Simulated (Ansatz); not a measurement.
`C=C[Se][SiH2]C`, charge 0, multiplicity 1.

Problem. Give a relaxed structure at PBE0-D4/def2-TZVP (Ansatz 0.2.0). (An estimate is asked.)

Solution. Ansatz gave: 
```xyz
13

C     0.469    1.091    2.277
C    -0.204   -0.050    2.310
Se   -0.746   -1.148    0.860
Si    0.093    0.043   -0.896
C    -0.351   -0.909   -2.438
H     0.705    1.605    3.202
H     0.809    1.558    1.360
H    -0.523   -0.477    3.255
H    -0.499    1.407   -0.908
H     1.567    0.184   -0.748
H    -1.434   -1.007   -2.537
H     0.027   -0.387   -3.320
H     0.087   -1.909   -2.419
```
Point group Cs.
This is one stationary point; other conformers may exist.
